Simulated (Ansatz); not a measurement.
```yaml
crystal:
  periodic: [false, false, false]
  atoms:
    - {symbol: C, position_ang: [-5.727965, 0.690895, -1.198356]}
    - {symbol: C, position_ang: [-3.081756, 0.584346, -1.318612]}
    - {symbol: Ge, position_ang: [1.082081, 0.299408, -1.441008]}
    - {symbol: C, position_ang: [2.665447, -1.038832, 2.266756]}
    - {symbol: F, position_ang: [2.368675, 3.869623, -1.984154]}
    - {symbol: H, position_ang: [-8.068531, 0.808900, -1.099707]}
    - {symbol: H, position_ang: [2.053080, -1.452368, -4.155547]}
    - {symbol: H, position_ang: [1.887472, -3.259675, 2.740017]}
    - {symbol: H, position_ang: [5.062233, -1.046066, 2.179036]}
    - {symbol: H, position_ang: [1.942081, 0.431350, 4.017955]}
basis:
  gaussian: {orbitals: cc-pVTZ-DK}
hamiltonian: {xc: {name: B3LYP5}}
```

```sh
$ ansatz run in.yaml --threads 4 --pin off --events-out ev --progress --plain --max-ram 10444MiB
```

Output, abridged:

```
Functional definition: B3LYP5
1359 factors; their error is unknown
mean field evaluation 1: about -62960.9190 eV, gradient 6.3e1 eV
mean field evaluation 2: about -62299.3178 eV, gradient 2.7e2 eV
mean field evaluation 4: about -62693.6985 eV, gradient 1.7e2 eV
mean field evaluation 8: about -62978.2855 eV, gradient 1.8e0 eV
mean field evaluation 16: about -62978.6139 eV, gradient 5.2e-3 eV
mean field evaluation 32: about -62978.6136 eV, gradient 2.3e-6 eV
mean field -62978.61355536 eV, -2314.4213597218 hartree, gradient 1.7e-6 eV, S^2 0.000000; 10 other end points of the search recorded, 0 dependent functions left out
reference -62978.61401542 eV, -2314.4213766290 hartree; 32, 32 occupied and 201, 201 virtual orbitals, 1359 factors
Total energy: -62978.61401542 eV, -2314.4213766290 hartree
Relativity: scalar
```

Q: What is wrong with this run?

A: The geometry is stretched to more than twice its size. The run converged. The result belongs to that input, not to the molecule as meant.

B3LYP here is the variant with VWN-RPA as its local correlation; programs differ in this.
